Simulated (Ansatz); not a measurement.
System: C4H2BrSe (charge 0, doublet). It need not be the lowest isomer of its formula. 
Geometry from a B3LYP-D3(BJ)/def2-TZVP (Ansatz, an electronic-structure program) optimisation:
```xyz
8

Br     2.0516    -1.1671     0.3850
C      0.3584    -0.3635     0.1070
C     -0.8509    -1.0798     0.2295
C     -2.0142    -0.4689     0.0238
Se    -1.6402     1.3476    -0.4110
C      0.1815     0.9401    -0.2256
H     -3.0274    -0.8296     0.0669
H      0.9394     1.6906    -0.3774
```
Charge 0, spin multiplicity 2.

Basis-set convergence of Hartree-Fock and CCSD(T) correlation energies (hartree) with Ansatz. Correlated levels leave the core frozen unless marked. UHF or UKS for open shells. Spin-orbit coupling is left out. The frozen core is the preceding noble-gas configuration, with the filled d and f shells of earlier blocks. Non-relativistic.

The UHF reference is spin-contaminated (<S^2> 0.44 over the pure value in the largest basis). 

| basis | functions | E(HF) | E(corr, CCSD(T)) |
|---|---|---|---|
| cc-pVDZ | 120 | -5124.74494 | -0.78631 |
| cc-pVTZ | 234 | -5124.93797 | -0.98458 |
| cc-pVQZ | 416 | -5124.95360 | -1.04996 |

Extrapolating the two largest sets (X = 3 and 4) as X^-3: E(corr) = (64·(-1.04996) - 27·(-0.98458))/37 = -1.0977 Eh, an estimate of the basis-set limit. The largest set recovers 95.7 % of it, the smallest 71.6 %.
